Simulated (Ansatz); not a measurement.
`FCC(=S)[SiH2]S` → `FCC(=S)S` + `[SiH2]`  (silylene formation by 1,1-elimination)

Calculated with Ansatz (gas phase, PBE0-D4/def2-TZVP geometries, no zero-point term in ΔE). CCSD(T)/CBS adds triple-zeta CCSD(T) − MP2 to the extrapolated MP2 energy (def2 sets, frozen cores). This one scheme is used for every species. DFT in def2-TZVPP. B3LYP here is the variant with VWN-RPA as its local correlation; programs differ in this. Each species was taken in one conformer, which may not be the lowest.

`FCC(=S)[SiH2]S`:

Z-matrix (Å, degrees):
```
C
C 1 1.494
F 1 1.381 2 111.1
H 1 1.094 2 110.2 3 120.1
H 1 1.094 2 110.1 3 -120.0
Si 2 1.915 1 116.1 3 0.2
S 2 1.614 1 120.2 3 -179.8
S 6 2.117 2 107.8 1 179.8
H 6 1.483 2 107.7 1 58.6
H 6 1.483 2 107.6 1 -59.0
H 8 1.361 6 89.3 2 0.2
```

`FCC(=S)S`:

```xyz
8

F     0.223   -0.060    1.614
C     0.259    0.661    0.438
C    -0.146   -0.126   -0.783
S    -0.128    0.606   -2.232
S    -0.617   -1.770   -0.600
H    -0.417    1.513    0.538
H     1.278    1.026    0.291
H    -0.453   -1.851    0.734
```

`[SiH2]`:

Z-matrix (Å, degrees):
```
Si
H 1 1.525
H 1 1.525 2 91.2
```

```csv
level,ΔE (kcal/mol)
PBE-D4,71.2
B3LYP-D4,69.8
ωB97X-V,74.4
ωB97M-V,71.5
HF/def2-TZVPP,67.1
SCS-MP2/def2-TZVPP,72.5
CCSD/def2-TZVPP,70.3
SCS-MP2/def2-QZVPP,73.8
```

Q: What does CCSD(T)/CBS give? (An estimate is asked.)

A: The calculation gave: +73.2 kcal/mol. The listed levels differ from it by -2.0, -3.4, 1.2, -1.7, -6.1, -0.7, -2.9, 0.6 kcal/mol.

Largest T1 diagnostic among the species: 0.016.

In def2-TZVPP, CCSD(T) changes the Hartree–Fock value by +4.0 kcal/mol (the triples alone add +0.8 kcal/mol) and MP2 by +8.6 kcal/mol. The D4 term adds +4.0 kcal/mol with B3LYP and +2.2 kcal/mol with PBE0; it sums over pairs of atoms, weighted by their polarisabilities, and B3LYP, whose exchange is more repulsive, gets the larger term. From PBE to PBE0 (25 % exact exchange), in def2-TZVPP and without D4, ΔE moves by +3.4 kcal/mol.
